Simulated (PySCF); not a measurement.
A geometry optimisation on `CC[Te][SiH3]`.

Computed with PBE0-D3(BJ)/def2-SVP geometry optimisation, gas phase, def2 core potentials past Kr (PySCF 2.14.0). Start geometry: GFN2-xTB. A driver script takes a list of jobs; this job's settings line and coordinates (Å) are shown.

Input:
```
{"job": {"xc": "PBE0", "basis": "def2-SVP", "d3": "d3bj", "grid": 1, "maxiter": 30, "shake": 0.01, "kind": "geom"}, "charge": 0, "multiplicity": 1}
C     -1.562240     0.431310     0.243340
C     -1.023300    -0.892590    -0.158120
Te     0.677810    -0.740530    -1.488420
Si     2.195620     0.278770     0.258720
H     -0.850130     1.032730     0.780200
H     -2.463720     0.332590     0.871310
H     -1.871180     1.021910    -0.640030
H     -0.704420    -1.444680     0.719760
H     -1.764820    -1.464130    -0.670130
H      3.526160     0.168980    -0.219660
H      1.848940     1.684000     0.521650
H      2.030980    -0.436640     1.537080
```

Output:
```
step   0  E = -638.18266491  max force = 0.031847
step   1  E = -638.18787391  max force = 0.003811
step   2  E = -638.18798536  max force = 0.001055
step   3  E = -638.18799765  max force = 0.000289
optimisation converged
```

Energies in Eh; «max force» is the largest Cartesian gradient component in Eh/bohr.

Q: Give the first gradient maximum in eV/Å.

A: With 1 Eh/bohr = 51.422 eV/Å, 1.638 eV/Å.

Q: How much energy does the optimisation release, in kJ/mol?

A: E(step 0) − E(last step) = 0.005333 Eh, which is 14.0 kJ/mol.

Main results: final energy -638.18800 Eh after 3 steps; dipole 1.37 D.

Q: Where do the atoms end?

A: 0.045 Å rms from the input after alignment:
```
atom  x, y, z in Å
C1    -1.5281    0.3801    0.1465
C2    -0.9588   -0.9701   -0.2310
Te3    0.7608   -0.8887   -1.5726
Si4    2.2251    0.2455    0.0991
H5    -0.8021    0.9907    0.7049
H6    -2.4154    0.2536    0.7901
H7    -1.8306    0.9554   -0.7412
H8    -0.6379   -1.5503    0.6458
H9    -1.6876   -1.5813   -0.7830
H10    3.6236    0.1549   -0.4129
H11    1.8774    1.6853    0.3016
H12    2.1144   -0.4557    1.4156
```

Hardware: an Arm Neoverse V1 with one thread, shared host. Cost: 23 s of wall time, 0.47 GiB resident at most.
Labels such as C1 count atoms from 1, the log's own numbers from 0.
